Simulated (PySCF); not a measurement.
H3OSb. Atoms are numbered in the order given.

```xyz
5

Sb     0.0527     0.2838     0.0000
H     -1.1272     0.5308    -1.2173
H     -1.1272     0.5308     1.2173
O     -0.1447    -1.6803     0.0000
H      0.7230    -2.0911     0.0000
```
Charge 0, spin multiplicity 1.

Geometry: PBE0-D3(BJ)/def2-TZVP. The def2 effective core potentials stand for the cores of Sb; spin–orbit coupling is left out.

Computed with C-PCM-PBE0/def2-SVP run with PySCF.

The values are the electrostatic part of the solvation free energy, E(continuum) − E(gas) at the gas-phase geometry, in a cavity of scaled van der Waals radii (PySCF's table); cavitation and dispersion terms are not included. A continuum can't describe solvent molecules that bind to the metal. In vacuum the orbital gap is 6.41 eV. The dipole moment in vacuum is 1.87 D.

| solvent | ε | ΔG(elec) (kcal/mol) | dipole (D) | gap (eV) |
|---|---|---|---|---|
| water | 78.36 | -4.9 | 2.37 | 6.53 |
| tetrahydrofuran | 7.43 | -4.2 | 2.29 | 6.52 |
| chlorobenzene | 5.70 | -4.0 | 2.27 | 6.51 |
